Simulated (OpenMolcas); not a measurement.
## Cu I: from CASSCF to CASPT2

| Quantity | Value |
| --- | --- |
| Program | OpenMolcas |
| Basis | ANO-RCC-VTZP [6s5p3d2f1g] |
| Scalar Hamiltonian | DKH2, point nucleus |
| Active space | 11 electrons in 6 orbitals (3d 4s) |
| State averaging | 2S+1 = 2 even, 6 roots |
| Spin-orbit coupling | state interaction with AMFI integrals over the reference wave functions, term energies averaged over their components |

Methods on the same reference wave functions:
A. CASSCF
B. SS-CASPT2, IPEA 0.25 Eh, imaginary shift 0.1 Eh (closed shells correlated: 3s 3p)
C. XMS-CASPT2, IPEA 0.25 Eh, imaginary shift 0.1 Eh (closed shells correlated: 3s 3p)

Energies in cm⁻¹ above 3d¹⁰ 4s ²S_1/2, the measured ground level; measured values from NIST Handbook of Basic Atomic Spectroscopic Data.

```tsv
Level	A	B	C	Measured
3d⁹ 4s² ²D_5/2	-22806	13470	25930	11203
3d⁹ 4s² ²D_3/2	-20815	15460	27920	13245
3d¹⁰ 4s ²S_1/2	0.0	0.0	0.0	0.0
```

A puts 3d⁹ 4s² ²D_5/2 lowest.

Deviations, from unrounded energies. A percentage is the sum of absolute deviations over the sum of measured energies, with the sign that they share, or ± where signs differ.

| Against measurement | Levels | A | B | C |
| --- | --- | --- | --- | --- |
| mean absolute deviation (cm-1) | 2 | 34000 | 2200 | 15000 |
| other configurations (%) | 2 | -278.4 | +18.4 | +120.3 |

B lies closest to measurement on these levels and A furthest from it. The largest miss of B in the table is 3d⁹ 4s² ²D_5/2, by +2300 cm-1. The ranking rests on the paired levels alone, and a cruder setting can come out closer through cancelling errors.

Between B and C the level of the table that moves most is 3d⁹ 4s² ²D_5/2, by 12000 cm-1 (lowest in B, highest in C). Moves below CASPT2's spread within the term are not significant.

The lowest spin-free term lies below A's lowest term by 0.883 hartree in B, 0.956 hartree in C.

Term energies are means over components that CASPT2 splits; among the terms shown or strongly mixed into the levels shown the widest spread is 110 cm-1 (3d⁹ 4s² ²D, C). Over all roots computed the reference weight is 0.80 to 0.89 in B, 0.83 to 0.89 in C; the roots of lowest weight are the least certain, and an intruder state may touch them. A single d shell beside an s shell can misplace configurations of different d count against each other. Without dynamic correlation excited terms often stand tens of per cent too high (terms of higher spin than the ground term too low), and those without a measured partner can miss by more than the paired ones (holds for A). The lowest computed level is not the ground level that NIST lists (2S1/2) (holds for A). Measured partners are found by configuration, term and J. A level has none where our copy of the source lacks it or the pairing is in doubt (some pairs that miss far off the trend of their configuration count as doubtful), and it then counts in no deviation. Levels of configurations outside the active space are missing.
